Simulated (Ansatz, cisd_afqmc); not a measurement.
System: AlNH4, charge 0, singlet. AlNH4 (SMILES [NH2][AlH2]).
B3LYP-D3(BJ)/def2-TZVP minimum from Ansatz (an electronic-structure program):
```
Al
N 1 1.7703
H 2 1.0083 1 124.92
H 2 1.0083 3 110.17 1 180.00
H 1 1.5771 2 117.86 3 180.00
H 1 1.5771 5 124.27 2 180.00
```

Total energies in cc-pV(D+d)Z, 12 correlated electrons, 6 frozen orbitals. Open shells are spin-unrestricted; no spin-orbit coupling. Cores are frozen in correlated methods. No relativity. AFQMC is phaseless with a CISD trial state; ± is one standard error, without the phaseless bias. Outlying blocks are dropped, and bars are widened where a walk drifts. Over all cases where full CI ran beside it in this data, AFQMC minus full CI had a median of +0.1 mEh and passed +0.4 mEh in a tenth of the cases.

| method | program | energy (Eh) | minus CCSDTQ (mEh) |
|---|---|---|---|
| HF | Ansatz | -298.72400 | 282.05 |
| MP2 | Ansatz | -298.97091 | 35.14 |
| CCSD | Ansatz | -298.99896 | 7.09 |
| CCSD(T) | Ansatz | -299.00494 | 1.11 |
| CCSDT(Q) | Ansatz | -299.00610 | -0.05 |
| CCSDTQ | Ansatz | -299.00605 | 0.00 |
| AFQMC/CISD | cisd_afqmc | -299.0057 ± 0.0004 | 0.4 ± 0.4 |

Rough core times of Ansatz's runs on a shared machine: CCSD(T) under 20 s, CCSDT(Q) 50 s, CCSDTQ 30 min.
